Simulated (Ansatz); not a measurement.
One change: `[SiH3]NCBCl` becomes `ClBC[O][GeH3]`.

Ansatz, PBE0-D4/def2-TZVP geometries, multiplicity 1. Each molecule was computed in one conformer, which needn't be the lowest.

Scalar relativity is left out up to krypton.

| property | `[SiH3]NCBCl` |
| --- | --- |
| HOMO energy (PBE/def2-TZVPP) / eV | -5.67 |
| HOMO energy (PBE0/def2-TZVPP) / eV | -7.04 |
| size of the dipole moment (PBE/def2-TZVPP) / D | 1.70 |
| HOMO–LUMO gap (ωB97M-V/def2-TZVPP) / eV | 10.00 |
| HOMO–LUMO gap (B3LYP/def2-TZVPP) / eV | 5.23 |
| HOMO–LUMO gap (PBE/def2-TZVPP) / eV | 3.30 |

**Question.** Give the same properties after the change, and the shifts. (An estimate is asked.)

**Answer.** Computed: 
```json
{"property": "HOMO energy (PBE/def2-TZVPP) / eV", "`ClBC[O][GeH3]`": "-6.12", "shift": "-0.45"}
{"property": "HOMO energy (PBE0/def2-TZVPP) / eV", "`ClBC[O][GeH3]`": "-7.62", "shift": "-0.58"}
{"property": "size of the dipole moment (PBE/def2-TZVPP) / D", "`ClBC[O][GeH3]`": "1.05", "shift": "-0.65"}
{"property": "HOMO–LUMO gap (ωB97M-V/def2-TZVPP) / eV", "`ClBC[O][GeH3]`": "10.53", "shift": "0.53"}
{"property": "HOMO–LUMO gap (B3LYP/def2-TZVPP) / eV", "`ClBC[O][GeH3]`": "5.74", "shift": "0.51"}
{"property": "HOMO–LUMO gap (PBE/def2-TZVPP) / eV", "`ClBC[O][GeH3]`": "3.69", "shift": "0.39"}
```

With PBE0 the HOMO falls by 0.58 eV and the LUMO falls by 0.06 eV, so the gap widens by about 0.52 eV. PBE moves the HOMO by -0.45 eV and ωB97M-V by -0.58 eV. Dipoles are sizes alone; their direction can turn.

B3LYP here is the variant with VWN-RPA as its local correlation; programs differ in this.
